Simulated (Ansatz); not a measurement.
Ta(O)(F)3 anion (F3OTa), SMILES [O]=[Ta]([F])([F])[F] (connectivity only; charge and spin as stated), charge -1, multiplicity 2.

Geometry optimised at B3LYP-D3(BJ)/def2-SVPD. The multiplicity is an assumed one; other spin states were not compared. The isomer is the one that the SMILES or the coordinates give; other isomers of the formula were not compared. The def2 effective core potentials stand for the cores of Ta; spin–orbit coupling is left out.

Two levels are set side by side: PBE/def2-SVPD (Ansatz, a program for electronic structure) and CAM-B3LYP/def2-SVPD (Ansatz). Energy differences of separate SCF runs at the same geometry; the states with an electron removed or added have multiplicity 1. Differences are taken from unrounded values.

| quantity | CAM-B3LYP |
|---|---|
| vertical ionisation energy (eV) | 2.64 |

Task: What does PBE give, and how far is it from CAM-B3LYP? (An estimate is asked for; the answer gives what the named calculation found.)

Result: 
```json
[
 {"quantity": "vertical ionisation energy (eV)", "PBE": "2.22", "PBE minus CAM-B3LYP": "-0.42"}
]
```
